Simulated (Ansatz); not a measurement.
Total energies of C$_{2}$H$_{3}$Cl$_{2}$Ga (`C=[CH][Ga]([Cl])[Cl]`).

```xyz
8

C     0.259   -1.361    0.483
C    -0.593   -0.352    0.318
Ga   -0.017    1.284   -0.522
Cl   -1.275    2.976   -0.839
Cl    1.995    1.498   -1.209
H    -0.042   -2.294    0.954
H     1.293   -1.303    0.154
H    -1.619   -0.448    0.660
```

Total charge 0; spin multiplicity 1. Correlated methods include outer-core shells of Ga, which these sets cover unevenly. Scalar relativity is left out up to krypton. Geometry: relaxed with PBE0-D4/def2-TZVP. It is one conformer, not always the lowest. Basis def2-TZVPP, Ansatz 0.2.0.

RPA on PBE orbitals: Hartree–Fock energy of these orbitals -2919.82089 Eh, correlation -1.46727 Eh (frozen core).

```tsv
functional	energy without D4 (Eh)	D4 term (kJ/mol)
BLYP	-2923.44843	-46.5
r2SCANh	-2923.28865	-5.8
```

Give the same for LDA (SPW92), PBE, revPBE, r2SCAN, B97M-V, PBE0, B3LYP, r2SCAN0, HSE06 (plane-wave form), BHLYP, CAM-B3LYP, LC-ωPBE, ωB97X-V, ωB97M-V, B2PLYP, PBE-QIDH. (Best estimate.)

Computed: 
| functional | energy without D4 (Eh) | D4 term (kJ/mol) |
| --- | --- | --- |
| LDA (SPW92) | -2916.68878 | – |
| PBE | -2922.64657 | -22.0 |
| revPBE | -2923.08745 | -55.8 |
| r2SCAN | -2923.30542 | -5.3 |
| B97M-V | -2922.81915 | – |
| PBE0 | -2922.77057 | -18.9 |
| B3LYP | -2923.50457 | -35.8 |
| r2SCAN0 | -2923.26512 | -6.4 |
| HSE06 (plane-wave form) | -2922.75029 | -18.0 |
| BHLYP | -2923.35080 | -31.4 |
| CAM-B3LYP | -2923.52314 | -19.7 |
| LC-ωPBE | -2922.86157 | – |
| ωB97X-V | -2923.08657 | – |
| ωB97M-V | -2923.24009 | – |
| B2PLYP | -2922.73001 | – |
| PBE-QIDH | -2922.25731 | – |

B3LYP takes the VWN-RPA correlation (the form of Gaussian; ORCA's B3LYP/G). HSE06 is the plane-wave form, built on full-range PBE exchange. The double hybrids freeze the cores in their second-order part.

LC-ωPBE has ω = 0.4 bohr⁻¹.
